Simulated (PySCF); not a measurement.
The numbers are results of PBE-D3(BJ)/def2-TZVP // PBE0-D3(BJ)/def2-SVP run with PySCF, not measurements. Isolated molecules, 0 K electronic values unless said otherwise. Excitations are Tamm–Dancoff values on a coarser integration grid. The basis has no diffuse functions, so Rydberg states are missing or too high.

Reference species (SMILES): `[SiH3]c1cc2ccsc2cc1Cl` (neutral, multiplicity 1).

The T1 excitation (TDA) is 3.20 eV. The LUMO is -2.02 eV.

Changed species: `[SiH3]c1c(Cl)ccc2ccsc12`.

Predict the effect on the T1 excitation (TDA) and LUMO.

the T1 excitation (TDA) falls by 0.07 eV, to 3.13 eV; the LUMO decreases by 0.07 eV, to -2.09 eV.
